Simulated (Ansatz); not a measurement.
The same hydrogen abstraction along the group B, Al, Ga, In.

Program: Ansatz. Geometries: PBE0-D4/def2-TZVP. ΔE: electronic, gas phase. CCSD(T)/CBS adds triple-zeta CCSD(T) − MP2 to the extrapolated MP2 energy (def2 sets, frozen cores). This one scheme is used for every species, atoms too. Functionals use def2-TZVPP. No spin–orbit coupling; open shells (•) take unrestricted orbitals. Spin–orbit coupling would lower the free atoms: a little for F. def2 core potentials past Kr. For Ga, In outer-core shells are correlated without core-valence functions, so the limit isn't a true one: a few kJ/mol of doubt a bond, and 10 to 20 or more in all where bonds break to atoms. Scalar relativity is left out up to krypton. Each species was taken in one conformer, which may not be the lowest.

```tsv
reaction	CCSD(T)/CBS(def2) (kJ/mol)
`CBS` + F• → `C[B]S`• + H–F	-139
`[CH3][AlH][SH]` + F• → `[CH3][Al][SH]`• + H–F	?
`[CH3][GaH][SH]` + F• → `[CH3][Ga][SH]`• + H–F	-232
`[CH3][InH][SH]` + F• → `[CH3][In][SH]`• + H–F	-282
```

(1) Fill in the missing values. (Best estimate.)

Largest T1 diagnostic: 0.016, for `[CH3][In][SH]`•.

## Answers

(1) The calculation gave: `[CH3][AlH][SH]` + F• → `[CH3][Al][SH]`• + H–F: -225.4 kJ/mol.
